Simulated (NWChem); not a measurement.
Molecule: PbICl, singlet; SMILES [Cl][Pb][I]

Results from NWChem. Low-valent species are run as closed-shell singlets; no triplet was tried in these runs. Coordinates come from a PBE-D3(BJ)/def2-SVP optimisation. def2 effective core potentials on I, Pb; no spin-orbit coupling.

**Question.** What does the run give for KT2/def2-SVP? Quantities: highest occupied level (eV); orbital gap (eV); dipole (D).

**Answer.** 
```json
{
 "highest occupied level (eV)": "-6.29",
 "orbital gap (eV)": "2.39",
 "dipole (D)": "3.80"
}
```
